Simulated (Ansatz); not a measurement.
Basis-set series for `NC1C[SiH2]1`. Charge 0, multiplicity 1. All single points use the PBE0-D4/def2-TZVP geometry. It is one conformer, not always the lowest.

```xyz
11

N     0.089    1.606    0.093
C     0.541    0.242    0.044
C    -0.310   -0.743    0.865
Si   -0.438   -0.979   -0.964
H     0.437    2.141   -0.690
H     0.389    2.063    0.947
H     1.615    0.054    0.128
H     0.224   -1.463    1.476
H    -1.159   -0.288    1.365
H     0.264   -2.117   -1.596
H    -1.651   -0.516   -1.667
```

| functional | basis | functions | energy (Eh) | HOMO (eV) | LUMO (eV) |
| --- | --- | --- | --- | --- | --- |
| PBE0-D4 | def2-SVP | 95 | -424.14748 | -6.21 | 0.82 |
| PBE0-D4 | def2-QZVPP | 451 | -424.41942 | -6.37 | 0.14 |
| ωB97M-V | def2-SVP | 95 | -424.32573 | -8.42 | 2.72 |
| ωB97M-V | def2-QZVPP | 451 | -424.60462 | -8.57 | 1.50 |

Q: Give the rows for def2-TZVPP. (An estimate is asked.)

A: The calculation gave: 
| functional | basis | functions | energy (Eh) | HOMO (eV) | LUMO (eV) |
| --- | --- | --- | --- | --- | --- |
| PBE0-D4 | def2-TZVPP | 233 | -424.40146 | -6.34 | 0.31 |
| ωB97M-V | def2-TZVPP | 233 | -424.58775 | -8.54 | 1.93 |

Positive LUMOs are unbound and depend on the basis.

Computed with Ansatz.
